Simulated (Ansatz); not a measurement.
Coupled-cluster run, Cl$_{2}$HOSSi (`O[Si]([S])(Cl)Cl`) radical.

```yaml
crystal:
  periodic: [false, false, false]
  atoms:
    - {symbol: O, position_ang: [-0.834289, 0.450488, 0.977963]}
    - {symbol: Si, position_ang: [0.211545, 0.078450, -0.205389]}
    - {symbol: S, position_ang: [1.554542, -1.460874, 0.295932]}
    - {symbol: Cl, position_ang: [-0.723825, -0.679707, -1.855008]}
    - {symbol: Cl, position_ang: [1.113246, 1.830558, -0.669901]}
    - {symbol: H, position_ang: [-1.279120, -0.282815, 1.410203]}
basis:
  gaussian: {orbitals: def2-SVP}
magnetization: {spin_polarized: true, initial_magnetization: 1}
correlation: {method: ccsd_t}
scf: {omitted_lower_state_checks: [cluster_reference]}
```

```sh
$ ansatz run in.yaml --threads 4 --pin off --events-out ev --progress --plain --max-ram 10444MiB
```

Output of Ansatz, abridged:

```
Functional definition: HF
823 factors; integrals over basis functions are off by at most 9.3e-4 eV
mean field evaluation 1: about -45725.9780 eV, gradient 2.4e1 eV
mean field evaluation 2: about -45725.9814 eV, gradient 2.4e1 eV
mean field evaluation 4: about -45728.7634 eV, gradient 2.1e0 eV
mean field evaluation 8: about -45728.8199 eV, gradient 6.4e-2 eV
mean field evaluation 32: about -45728.6382 eV, gradient 5.9e-1 eV
mean field -45728.82004377 eV, -1680.5031405009 hartree, gradient 1.6e-6 eV, S^2 0.757798; 4 other end points of the search recorded, 0 dependent functions left out
21 core orbitals not correlated: weight in the atoms' cores, before any rotation towards them, 1.000 or more for the frozen orbitals, at most 0.000 for the correlated occupied ones
reference -45728.82004377 eV, -1680.5031405009 hartree; 16, 15 occupied and 54, 55 virtual orbitals, 823 factors
second order -17.34576213 eV of doubles, -0.00000000 eV of singles
cycle   1  -18.12567756 eV  change   -7.8e-1 eV  update   8.8e-2
cycle   2  -18.49229762 eV  change   -3.7e-1 eV  update   2.5e-2
cycle   3  -18.57907210 eV  change   -8.7e-2 eV  update   1.4e-2
cycle   4  -18.57886548 eV  change    2.1e-4 eV  update   4.1e-3
cycle   5  -18.57745702 eV  change    1.4e-3 eV  update   2.4e-3
cycle   6  -18.57744367 eV  change    1.3e-5 eV  update   1.1e-3
cycle   7  -18.57747272 eV  change   -2.9e-5 eV  update   4.8e-4
cycle   8  -18.57757096 eV  change   -9.8e-5 eV  update   2.6e-4
cycle   9  -18.57762661 eV  change   -5.6e-5 eV  update   2.0e-4
cycle  10  -18.57755893 eV  change    6.8e-5 eV  update   1.8e-4
cycle  11  -18.57759504 eV  change   -3.6e-5 eV  update   1.6e-4
cycle  12  -18.57761949 eV  change   -2.4e-5 eV  update   1.5e-4
cycle  13  -18.57766694 eV  change   -4.7e-5 eV  update   1.4e-4
cycle  14  -18.57765892 eV  change    8.0e-6 eV  update   1.3e-4
cycle  15  -18.57760632 eV  change    5.3e-5 eV  update   9.3e-5
cycle  16  -18.57758794 eV  change    1.8e-5 eV  update   5.2e-5
cycle  17  -18.57760841 eV  change   -2.0e-5 eV  update   2.2e-5
perturbative correction -0.42895038 eV, -0.0157636358 hartree
Total energy: -45747.82660256 eV, -1681.2016186533 hartree
Checks for a lower state left out: cluster_reference
```

It took 9 s on 4 threads of an Arm Neoverse V2 on a shared host, with 0.51 GiB of host memory at the peak.

Correlation energy per correlated electron: -0.613 eV. T1 diagnostic: 0.0114.
